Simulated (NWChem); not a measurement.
System meant: Si3NH8, doublet; SMILES [SiH2]N([SiH3])[SiH3]

Here is an NWChem input.

```
start job
memory heap 200 mb stack 900 mb global 1100 mb
geometry units angstroms noautoz
  Si    -1.680481     0.673156    -0.119856
  N     -0.051827    -0.025642    -0.054362
  Si     0.135985    -1.789689    -0.041542
  Si     1.351175     1.055578     0.046425
  H     -2.636463    -0.275500     0.572436
  H     -1.654349     2.001569     0.606603
  H      1.420104    -2.154370    -0.732274
  H     -1.030885    -2.397534    -0.769243
  H      0.168807    -2.340713     1.359668
  H      1.708634     1.379836     1.472943
  H      1.022151     2.336549    -0.668869
  H      2.530096     0.389812    -0.606460
end
basis spherical
  Si library def2-svp
  N library def2-svp
  H library def2-svp
end
dft
  odft
  mult 2
  xc xpbe96 cpbe96
  iterations 4
  mulliken
end
task dft energy
```

End of the output:

```
     --------------------------
     Expectation value of S2:
     --------------------------
      <S2> =      0.7514 (Exact =     0.7500)

 center of mass
 --------------
 x =  -0.03420957 y =   0.00003004 z =  -0.02288073

 moments of inertia (a.u.)
 ------------------
         605.580834588970          -0.000000000000          -0.000000000000
          -0.000000000000         569.353055189590           0.000000000000
          -0.000000000000           0.000000000000        1125.051367944844

     Multipole analysis of the density
     ---------------------------------

     L   x y z        total         alpha         beta         nuclear
     -   - - -        -----         -----         ----         -------
     0   0 0 0     -0.000000    -29.000000    -28.000000     57.000000

     1   1 0 0      0.115759      1.758393     -1.642633      0.000000
     1   0 1 0     -0.001989     -0.012955      0.010965     -0.000000
     1   0 0 1      0.006816      0.428506     -0.421690      0.000000

     2   2 0 0    -37.660145   -182.295963   -167.093934    311.729752
     2   1 1 0      0.006407      0.032642     -0.045734      0.019499
     2   1 0 1     -0.305686      0.670204      4.263390     -5.239280
     2   0 2 0    -37.154898   -190.075312   -187.845208    340.765622
     2   0 1 1     -0.000427      0.004359     -0.011729      0.006943
     2   0 0 2    -38.706191    -33.759679    -29.507319     24.560807

 ------------------------------------------------------------------------
 dft energy failed                                                                                  0
 ------------------------------------------------------------------------
 ------------------------------------------------------------------------
  current input line :
    29: task dft energy
 ------------------------------------------------------------------------
 ------------------------------------------------------------------------
 This type of error is most commonly associated with calculations not reaching convergence criteria
 ------------------------------------------------------------------------
 For more information see the NWChem manual at https://nwchemgit.github.io

0:dft energy failed:Received an Error in Communication
```

Problem. Can this run be used? If not, why, and what is the fix?

Solution. Convergence was not reached. Cause: the SCF was allowed too few iterations. This input runs:
```
start job
memory heap 200 mb stack 900 mb global 1100 mb
geometry units angstroms noautoz
  Si    -1.680481     0.673156    -0.119856
  N     -0.051827    -0.025642    -0.054362
  Si     0.135985    -1.789689    -0.041542
  Si     1.351175     1.055578     0.046425
  H     -2.636463    -0.275500     0.572436
  H     -1.654349     2.001569     0.606603
  H      1.420104    -2.154370    -0.732274
  H     -1.030885    -2.397534    -0.769243
  H      0.168807    -2.340713     1.359668
  H      1.708634     1.379836     1.472943
  H      1.022151     2.336549    -0.668869
  H      2.530096     0.389812    -0.606460
end
basis spherical
  Si library def2-svp
  N library def2-svp
  H library def2-svp
end
dft
  odft
  mult 2
  xc xpbe96 cpbe96
  iterations 150
  mulliken
end
task dft energy
```
It converges to -927.17660 Ha (PBE/def2-SVP, spin-unrestricted).
